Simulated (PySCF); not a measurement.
## A PySCF run on CaF

State: ²Σ⁺ (doublet), unpaired electrons σ ↑.

An equivalent input (the run itself took its basis sets from the Basis Set Exchange, started from a PBE0 density and held the occupation σ 9α 8β, πx 3α 3β, πy 3α 3β):

```python
from pyscf import gto, scf, cc
mol = gto.M(atom='Ca 0 0 0; F 0 0 1.952', basis={'Ca': 'def2-TZVPP', 'F': 'def2-TZVPP'},
            charge=0, spin=1, verbose=4, symmetry='C2v')
mf = scf.UHF(mol)
mf.irrep_nelec = {'A1': (9, 8), 'B1': (3, 3), 'B2': (3, 3)}
mf.conv_tol = 1e-9
mf.max_cycle = 60
mf.diis_space = 10
mf.kernel()
mycc = cc.CCSD(mf, frozen=[[0, 1, 2, 3, 4, 5, 66], [0, 1, 2, 3, 4, 5, 66]])
mycc.run(conv_tol=1e-7, conv_tol_normt=1e-5, max_cycle=80, diis_space=8)
et = mycc.ccsd_t()
```

The SCF ended at -776.30656661 hartree. The coupled-cluster part of the log:

```
******** <class 'pyscf.cc.uccsd.UCCSD'> ********
CC2 = 0
CCSD nocc = (9, 8), nmo = (60, 60)
frozen orbitals [[0, 1, 2, 3, 4, 5, 66], [0, 1, 2, 3, 4, 5, 66]]
max_cycle = 80
direct = 0
conv_tol = 1e-07
conv_tol_normt = 1e-05
diis_space = 8
diis_start_cycle = 0
diis_start_energy_diff = 1e+09
Init t2, MP2 energy = -0.451463543881322
Init E_corr(UCCSD) = -0.451463543904391
cycle = 1  E_corr(UCCSD) = -0.454794449436318  dE = -0.00333090553  norm(t1,t2) = 0.0787805
cycle = 2  E_corr(UCCSD) = -0.464288687182279  dE = -0.00949423775  norm(t1,t2) = 0.0306458
cycle = 3  E_corr(UCCSD) = -0.463666708824363  dE = 0.000621978358  norm(t1,t2) = 0.0214125
cycle = 4  E_corr(UCCSD) = -0.464735086361618  dE = -0.00106837754  norm(t1,t2) = 0.00835882
cycle = 5  E_corr(UCCSD) = -0.464801571939547  dE = -6.64855779e-05  norm(t1,t2) = 0.00267091
cycle = 6  E_corr(UCCSD) = -0.464660267906031  dE = 0.000141304034  norm(t1,t2) = 0.0014094
cycle = 7  E_corr(UCCSD) = -0.464628570462649  dE = 3.16974434e-05  norm(t1,t2) = 0.000472616
cycle = 8  E_corr(UCCSD) = -0.464652469180769  dE = -2.38987181e-05  norm(t1,t2) = 0.000184298
cycle = 9  E_corr(UCCSD) = -0.464659859567379  dE = -7.39038661e-06  norm(t1,t2) = 5.94449e-05
cycle = 10  E_corr(UCCSD) = -0.464658390960928  dE = 1.46860645e-06  norm(t1,t2) = 2.14829e-05
cycle = 11  E_corr(UCCSD) = -0.464657587226496  dE = 8.03734431e-07  norm(t1,t2) = 8.1411e-06
cycle = 12  E_corr(UCCSD) = -0.464657854744489  dE = -2.67517993e-07  norm(t1,t2) = 2.92568e-06
cycle = 13  E_corr(UCCSD) = -0.464657768615194  dE = 8.61292949e-08  norm(t1,t2) = 1.34396e-06
UCCSD converged
E(UCCSD) = -776.7712243834985  E_corr = -0.464657768615194
UCCSD(T) correction = -0.0111073908099767
```

T1 diagnostic 0.016, D1 0.064, 17 electrons correlated, 1 of the virtual orbitals (those above 20 hartree) left out.

Repeating this along the bond gives Re = 1.990 Å and ωe = 572 cm⁻¹.

A point of this curve took 25 CPU seconds beside 0.15 for the integrals (shared host).

Correlated steps freeze 6 core orbitals. The state was picked by a PBE0 search and need not be the measured ground state.
